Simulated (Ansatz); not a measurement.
Gas-phase electronic energies from Ansatz, PBE0-D4/def2-TZVP geometries. CCSD(T)/CBS is the MP2 limit (def2-TZVPP, def2-QZVPP) plus CCSD(T) − MP2 in def2-TZVPP, frozen cores. This one scheme is used for every species. DFT in def2-TZVPP. B3LYP here is the variant with VWN-RPA as its local correlation; programs differ in this. Each species was taken in one conformer, which may not be the lowest.

Consider the β-hydride elimination: `CO[Si](N)(O)O` → `N[SiH](O)O` + `C=O`.

Task: Is it downhill or uphill in electronic energy at CCSD(T)/CBS, and by how much? (An estimate is asked.)

Result: Computed: Uphill: ΔE = +227.3 kJ/mol.

Task: What do these levels give: PBE-D4, r2SCAN-D4, B3LYP-D4, PBE, r2SCAN, PBE0, B3LYP, CCSD/def2-TZVPP, MP2/def2-QZVPP, SCS-MP2/def2-QZVPP, HF/CBS(def2), CCSD/CBS(def2)? (Estimate.)

Result: Ansatz gave: PBE-D4 216.3, r2SCAN-D4 234.0, B3LYP-D4 220.5, PBE 206.5, r2SCAN 231.2, PBE0 225.9, B3LYP 205.0, CCSD/def2-TZVPP 223.4, MP2/def2-QZVPP 232.6, SCS-MP2/def2-QZVPP 220.3, HF/CBS(def2) 211.4, CCSD/CBS(def2) 229.2 kJ/mol.

Largest T1 diagnostic among the species: 0.015.

In def2-TZVPP, CCSD(T) changes the Hartree–Fock value by +10.7 kJ/mol (the triples alone add −1.8 kJ/mol) and MP2 by +18.3 kJ/mol. From PBE to PBE0 (25 % exact exchange), in def2-TZVPP and without D4, ΔE moves by +19.4 kJ/mol.
